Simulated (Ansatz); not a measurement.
An input meant for the cluster Be₉O₉ (charge 0, singlet; with a point charge).

```yaml
crystal:
  periodic: [false, false, false]
  atoms:
    - {symbol: Be, position_ang: [2.193831, -3.350777, -0.249491]}
    - {symbol: Be, position_ang: [3.830335, -1.157982, -0.122240]}
    - {symbol: Be, position_ang: [3.674852, 1.572059, 0.069059]}
    - {symbol: Be, position_ang: [-3.206306, 2.398635, 0.188098]}
    - {symbol: Be, position_ang: [1.804001, 3.568451, 0.228034]}
    - {symbol: Be, position_ang: [-0.914813, 3.896870, 0.273065]}
    - {symbol: Be, position_ang: [-2.914973, -2.734159, -0.150762]}
    - {symbol: Be, position_ang: [-3.993831, -0.220218, 0.021730]}
    - {symbol: Be, position_ang: [-0.473062, -3.972856, -0.257490]}
    - {symbol: h, position_ang: [3.028934, 2.840205, 0.165393]}
    - {symbol: O, position_ang: [-2.279100, 3.480679, 0.253948]}
    - {symbol: O, position_ang: [0.951139, -4.050605, -0.279538]}
    - {symbol: O, position_ang: [4.147162, 0.229768, -0.030519]}
    - {symbol: O, position_ang: [-3.981068, 1.203181, 0.114203]}
    - {symbol: O, position_ang: [-3.817811, -1.632704, -0.071171]}
    - {symbol: O, position_ang: [-1.874088, -3.706756, -0.223943]}
    - {symbol: O, position_ang: [3.331992, -2.491874, -0.207320]}
    - {symbol: O, position_ang: [0.492807, 4.128061, 0.278946]}
basis:
  gaussian: {orbitals: cc-pVDZ, fitting: {mean_field: def2-universal-jkfit}, point_charges: [{charge: 2.00, position_ang: [9.018, -0.438, 0.805]}]}
hamiltonian: {xc: {name: r2SCAN}}
output: {forces: true}
```

```sh
$ ansatz run in.yaml --threads 4 --pin off --events-out ev --progress --plain --max-ram 6963MiB
```

(1) Predict how Ansatz answers.

Results:

(1) The input was rejected before any iteration. An element symbol is wrong.
```
Error: YAML parse error: error: line 13 column 16: `h` is not an element symbol (H … Og, case-exact)
11 |     - {symbol: Be, position_ang: [-3.993831, -0.220218, 0.021730]}
12 |     - {symbol: Be, position_ang: [-0.473062, -3.972856, -0.257490]}
13 |     - {symbol: h, position_ang: [3.028934, 2.840205, 0.165393]}
14 |     - {symbol: O, position_ang: [-2.279100, 3.480679, 0.253948]}
15 |     - {symbol: O, position_ang: [0.951139, -4.050605, -0.279538]}
```
